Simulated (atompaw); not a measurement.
# Pseudopotential generation for K (Z = 19): PAW (atompaw), PBEsol, scalar-relativistic.

```
Element                 : potassium (K)
Generator               : atompaw 4.2.0.5
Type                    : PAW
Functional              : PBEsol
Relativity              : scalar-relativistic
Frozen core             : [Ne]
Valence charge          : 9
Reference configuration : 3s2 3p6 4s1 4p0
Partial waves           : 3s (bound): rc 1.40 bohr; 4s (bound): rc 3.00 bohr; 3p (bound): rc 1.65 bohr; 4p (bound, empty): rc 3.00 bohr; 3d channel at 0.15 Ry: rc 3.00 bohr; 3d channel at 2.5 Ry: rc 3.00 bohr
Local potential         : ultrasoft scheme with l = 3 at 0 Ry, radius 2.45 bohr
Core correction         : smooth core density matched at 2.05 bohr
Augmentation charge     : sinc compensation charge, radius 3.00 bohr; PAW radius 3.00 bohr; waves and projectors: custom polynom2 7 10 vanderbiltortho
```

Calculated quality:

```
Cutoffs needed                                           : 21 Ry and 30 Ry (the cutoffs (Ry, on a coarse ladder) from which the occupation-weighted sum of valence levels, in a spherical-Bessel basis at the reference potential, stays within 10 and 1 mRy of its value at 400 Ry)
Ghost test                                               : no extra level below or beside the all-electron valence levels (s, p, d, f tested) (spherical-Bessel basis up to 400 Ry, 20 bohr box)
Lowest eigenvalue of the overlap operator                : 0.41 (s channel)
Overlap eigenvalues printed by atompaw (projector basis) : 0.357, 0.567, 0.568, 120, 1.57e+03, 1.89e+06
Share of each valence orbital outside the PAW sphere     : 3s 0 %, 4s 88 %, 3p 2 %, 4p 97 %
```

Generation and tests took about 4.6 s on one core of a shared server CPU.
